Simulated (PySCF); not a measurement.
A calculated (LDA, PySCF 2.14, x2c-TZVPPall, the spin-free X2C one-electron Hamiltonian (Gaussian nucleus)) atom or ion has these occupied shells.

```json
{"shell": "1s α", "electrons": "1", "orbital energy (eV)": "-69190.4", "rms radius, mean of both spins (bohr)": "0.0208"}
{"shell": "1s β", "electrons": "1", "orbital energy (eV)": "-69190.4", "rms radius, mean of both spins (bohr)": "0.0208"}
{"shell": "2s α", "electrons": "1", "orbital energy (eV)": "-11943.1", "rms radius, mean of both spins (bohr)": "0.0839"}
{"shell": "2s β", "electrons": "1", "orbital energy (eV)": "-11942.9", "rms radius, mean of both spins (bohr)": "0.0839"}
{"shell": "2p α", "electrons": "3", "orbital energy (eV)": "-10487.5", "rms radius, mean of both spins (bohr)": "0.0762"}
{"shell": "2p β", "electrons": "3", "orbital energy (eV)": "-10487.3", "rms radius, mean of both spins (bohr)": "0.0762"}
{"shell": "3s α", "electrons": "1", "orbital energy (eV)": "-2750.2", "rms radius, mean of both spins (bohr)": "0.215"}
{"shell": "3s β", "electrons": "1", "orbital energy (eV)": "-2750.1", "rms radius, mean of both spins (bohr)": "0.215"}
{"shell": "3p α", "electrons": "3", "orbital energy (eV)": "-2316.7", "rms radius, mean of both spins (bohr)": "0.216"}
{"shell": "3p β", "electrons": "3", "orbital energy (eV)": "-2316.6", "rms radius, mean of both spins (bohr)": "0.216"}
{"shell": "3d α", "electrons": "5", "orbital energy (eV)": "-1799.6", "rms radius, mean of both spins (bohr)": "0.197"}
{"shell": "3d β", "electrons": "5", "orbital energy (eV)": "-1799.5", "rms radius, mean of both spins (bohr)": "0.197"}
{"shell": "4s α", "electrons": "1", "orbital energy (eV)": "-564.79", "rms radius, mean of both spins (bohr)": "0.478"}
{"shell": "4s β", "electrons": "1", "orbital energy (eV)": "-564.61", "rms radius, mean of both spins (bohr)": "0.478"}
{"shell": "4p α", "electrons": "3", "orbital energy (eV)": "-421.66", "rms radius, mean of both spins (bohr)": "0.509"}
{"shell": "4p β", "electrons": "3", "orbital energy (eV)": "-421.47", "rms radius, mean of both spins (bohr)": "0.509"}
{"shell": "4d α", "electrons": "5", "orbital energy (eV)": "-235.70", "rms radius, mean of both spins (bohr)": "0.551"}
{"shell": "4d β", "electrons": "5", "orbital energy (eV)": "-235.47", "rms radius, mean of both spins (bohr)": "0.551"}
{"shell": "5s α", "electrons": "1", "orbital energy (eV)": "-77.294", "rms radius, mean of both spins (bohr)": "1.13"}
{"shell": "5s β", "electrons": "1", "orbital energy (eV)": "-75.649", "rms radius, mean of both spins (bohr)": "1.13"}
{"shell": "5p α", "electrons": "3", "orbital energy (eV)": "-42.166", "rms radius, mean of both spins (bohr)": "1.33"}
{"shell": "5p β", "electrons": "3", "orbital energy (eV)": "-39.999", "rms radius, mean of both spins (bohr)": "1.33"}
{"shell": "4f α", "electrons": "7", "orbital energy (eV)": "-31.490", "rms radius, mean of both spins (bohr)": "0.683"}
{"shell": "4f β", "electrons": "7", "orbital energy (eV)": "-31.047", "rms radius, mean of both spins (bohr)": "0.683"}
{"shell": "6s α", "electrons": "1", "orbital energy (eV)": "-5.982", "rms radius, mean of both spins (bohr)": "3.39"}
{"shell": "5d α", "electrons": "5", "orbital energy (eV)": "-4.251", "rms radius, mean of both spins (bohr)": "2.39"}
```

Name the element and its charge.

W (tungsten, neutral), in [Xe] 4f14 5d5 6s1, high-spin 7S determinant (an excited configuration).
